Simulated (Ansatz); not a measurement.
Isolated molecules relaxed with PBE0-D4/def2-TZVP in Ansatz; ΔE leaves out vibrations. CCSD(T)/CBS adds triple-zeta CCSD(T) − MP2 to the extrapolated MP2 energy (def2 sets, frozen cores). This one scheme is used for every species. DFT in def2-TZVPP. For Se outer-core shells are correlated without core-valence functions, which leaves a few kJ/mol of doubt a bond. Scalar relativity is left out up to krypton. One conformer a species, not always the lowest.

Reaction (formal exchange of groups at the Se–B bond): `B[SeH]` + `NCF` → `NC(F)[SeH]` + BH₃

`B[SeH]`:

```xyz
5

B    -0.387   -0.268   -0.430
Se    0.034    0.429    1.285
H     0.422   -0.283   -1.301
H    -1.497   -0.679   -0.563
H     1.429    0.801    1.009
```

`NCF`:

```xyz
7

N    -0.561   -0.634   -0.284
C     0.332    0.219    0.379
F     0.707    1.344   -0.377
H    -1.443   -0.189   -0.498
H    -0.170   -1.035   -1.125
H    -0.123    0.607    1.292
H     1.258   -0.311    0.613
```

`NC(F)[SeH]`:

Z-matrix (Å, degrees):
```
C
F 1 1.371
Se 1 1.987 2 107.8
N 1 1.403 2 110.3 3 122.9
H 1 1.090 2 107.9 3 -116.7
H 3 1.469 1 95.5 2 -50.0
H 4 1.008 1 113.5 2 151.9
H 4 1.010 1 114.3 2 -78.7
```

BH₃:

Cartesian coordinates in Å:
```
B 0.000 0.000 0.000
H -0.266 0.438 -1.078
H -0.611 -0.929 0.434
H 0.877 0.491 0.644
```

| level | ΔE (kJ/mol) |
| --- | --- |
| BLYP | 158.8 |
| MP2/def2-SVP | 169.8 |
| SCS-MP2/def2-TZVPP | 155.3 |
| MP2/CBS(def2) | 159.4 |

(1) What does CCSD(T)/CBS give? (An estimate is asked.)

(2) What do rigid-rotor, harmonic-oscillator terms from PBE0-D4/def2-TZVP frequencies (298.15 K, 1 bar) make of the CCSD(T)/CBS value? (Estimate.)

Largest T1 diagnostic among the species: 0.013.

Answers

(1) Computed: +159.4 kJ/mol. The listed levels differ from it by -0.6, 10.4, -4.1, 0.0 kJ/mol.

(2) Ansatz gave: ΔZPE = -15.0 kJ/mol, ΔH = +148.1 kJ/mol, ΔS = -12 J/(mol·K), ΔG = +151.6 kJ/mol.

In def2-TZVPP, CCSD(T) changes the Hartree–Fock value by +4.7 kJ/mol (the triples alone add +0.2 kJ/mol) and MP2 by +4.7 kJ/mol. At CCSD(T), def2-SVP lies +11.0 kJ/mol from the extrapolated value and def2-TZVPP −0.3 kJ/mol. The D4 term adds −5.1 kJ/mol with B3LYP and −2.7 kJ/mol with PBE0; it sums over pairs of atoms, weighted by their polarisabilities, and B3LYP, whose exchange is more repulsive, gets the larger term.

B3LYP here is the variant with VWN-RPA as its local correlation; programs differ in this.
